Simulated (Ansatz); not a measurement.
System: C2H5Si, charge 0, doublet. C2H5Si (SMILES [H]/[C]=C/[SiH3], doublet).
B3LYP-D3(BJ)/def2-TZVP minimum from Ansatz (an electronic-structure program):
```
C
C 1 1.3016
H 2 1.0804 1 139.66
H 1 1.0975 2 119.69 3 0.00
Si 1 1.8737 4 117.38 2 180.00
H 5 1.4779 1 109.87 4 -180.00
H 5 1.4830 6 109.82 1 120.75
H 5 1.4830 6 109.82 7 118.50
```
Charge 0, spin multiplicity 2.

Atomisation energy term by term, kcal/mol (programs: Ansatz). UHF or UKS for unpaired electrons; spin-orbit terms are left out. Correlated methods leave the cores frozen. Rows without X2C or -DK are non-relativistic. CBS(X,Y): correlation extrapolated as X^-3, Hartree-Fock from the larger set. A bracket is a step between two methods taken in the basis named. 'core' is core correlation in cc-pwCVTZ (1s frozen past Ne), 'X2C' scalar relativity in cc-pVTZ-DK, both at CCSD(T). For partners of very few electrons the exact lower level stands in for a higher one. The UHF reference of C2H5Si ([H]/[C]=C/[SiH3], doublet) is spin-contaminated (<S^2> up to 0.17 over the pure value in the sets run).

```tsv
term	basis	kcal/mol
Hartree-Fock	cc-pV(Q+d)Z	501.90
CCSD correlation	CBS(cc-pV(T+d)Z,cc-pV(Q+d)Z)	146.07
(T)	CBS(cc-pV(T+d)Z,cc-pV(Q+d)Z)	8.82
CCSDT(Q) - CCSD(T)	cc-pV(D+d)Z	0.87
core correlation	cc-pwCVTZ	1.89
scalar relativity	X2C, cc-pVTZ-DK	-0.97
sum: De		658.6
```
